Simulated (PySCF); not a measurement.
# What a mistake does to a calculation on H6N2Si2

All numbers below are calculated, not measured. They come from PySCF 2.14.0, an open-source quantum chemistry program, on an isolated molecule that a program drew, which may never have been made. The molecule is H6N2Si2 (charge 0, singlet), drawn as the SMILES string `N[SiH]=N[SiH3]`.

Each row is a Hartree-Fock (HF) and frozen-core CCSD(T) single point in the cc-pV(D+d)Z basis, meant for a local HF minimum. Run 1 is clean. Each other run has one planted mistake out of seven kinds, and not every kind appears here: one electron removed, one electron added, multiplicity raised by two, geometry at a saddle point, minimal basis STO-3G, one bond length entered in bohr, all coordinates scaled. The reference is restricted for singlets and unrestricted otherwise, and also for a bond in bohr. Adding or removing an electron swaps singlet and doublet. Electrons count all cores. HOMO and LUMO are orbital energies over both spins, the gradient is its largest component, and the lowest frequency (negative if imaginary) is given only where the gradient is small. Bond lengths are over the 9 bonds as drawn. T1 is the CCSD diagnostic: over 0.02 (restricted) or 0.045 (unrestricted) a single reference is doubtful.

Geometry of the clean run:
```xyz
10
H6N2Si2, angstrom
N    -0.0342    0.6114   -1.4635
Si    0.0088    1.4729   -0.0323
N    -1.0104    1.3756    1.1298
Si   -1.9796    1.4369    2.5021
H     0.6506    0.7100   -2.1869
H    -0.7503   -0.0548   -1.6797
H     1.1962    2.3362   -0.0916
H    -1.4836    2.3998    3.5231
H    -2.0635    0.1122    3.1728
H    -3.3706    1.8464    2.1720
```

```
run  electrons  basis functions  <S^2>  HOMO (eV)  LUMO (eV)  gradient (hartree/bohr)  lowest frequency (cm^-1)  mean bond (Å)  longest bond (Å)      T1  HF (hartree)  CCSD(T) (hartree)                     mistake
  1         48              104  0.000      -9.91       3.04                  1.2e-05                        36         1.4262             1.681  0.0146    -690.30929         -690.89860                    no fault
  2         48              104  2.030      -4.71      -0.02                  1.3e-01                         -         1.4262             1.681  0.0269    -690.15920         -690.71734  multiplicity raised by two
  3         48               34  0.000      -5.95       8.29                  4.7e-02                         -         1.4262             1.681  0.0172    -682.12306         -682.36568        minimal basis STO-3G
  4         48              104  0.000      -9.83       2.89                  1.4e-02                         -         1.4533             1.713  0.0154    -690.30520         -690.89939                           ?
  5         49              104  0.766       1.54       8.73                  8.2e-02                         -         1.4262             1.681  0.0156    -690.22409         -690.82608                           ?
```

**Which mistake was planted in run 4, and what did it cost?**

The mean and the longest bond both change by the same factor, 1.019, and the gradient is no longer small. So the mistake is: all coordinates scaled. Subtracting run 1 and multiplying by 627.51 kcal/mol a hartree, the energy moved by 2.6 kcal/mol in HF and -0.5 kcal/mol in CCSD(T).

**Which mistake was planted in run 5, and what did it cost?**

It counts 49 electrons, one more than the clean run, at the same geometry and basis. So the mistake is: one electron added. Subtracting run 1 and multiplying by 627.51 kcal/mol a hartree, the energy moved by 53.5 kcal/mol in HF and 45.5 kcal/mol in CCSD(T).

Cautions from the logs. Run 5: the HOMO is above zero, so the electron isn't bound and the energy depends on the basis.
